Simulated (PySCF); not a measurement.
## Spinor energies of Pd¹⁵⁺ (palladium, charge +15)

Start: [Ar] 3d10 4s2 4p1; 4p1/2 filled at m_j = +1/2. Calculated with PySCF 2.14 in an even-tempered Gaussian basis (18 s from 0.75 bohr⁻², ratio 2.8; 13 p from 0.97 bohr⁻², ratio 2.8; 9 d from 1.7 bohr⁻², ratio 2.8; 4 f from 5.3 bohr⁻², ratio 3): generalised Hartree-Fock with the X2C-1e Hamiltonian and a Gaussian nucleus; spin-orbit coupling (SO) screened by Boettger's factors.

```csv
spinor shell,electrons,"ε, screened SO (eV)",weight of nominal j (screened SO),"rms radius, screened SO (bohr)"
1s1/2,2,-24847.6,1.000,0.0365
2s1/2,2,-4024.5,1.000,0.150
2p1/2,2,-3751.0,1.000,0.130
2p3/2,4,-3588.7,1.000,0.135
3s1/2,2,-1046.9,1.000,0.401
3p1/2,2,-937.46,1.000,0.395
3p3/2,4,-906.69,1.000,0.406
3d3/2,4,-716.34,1.000,0.380
3d5/2,6,-710.16,1.000,0.383
4s1/2,2,-401.89,0.999,0.892
4p1/2,1,-368.51,1.000,0.929
```

```csv
quantity,screened SO
E (hartree),-4961.74457
M_J,1/2
⟨J²⟩,0.755
⟨L²⟩,2.019
⟨S²⟩,0.761
```

Each row is a mean over spinors that exchange with the open shell spreads, by up to 2.848 eV (3p1/2).

Breit and QED terms are absent; they matter most for the inner s and p1/2 levels.

Densities and radii are taken from the X2C orbitals without a picture-change correction, which distorts them close to the nucleus.
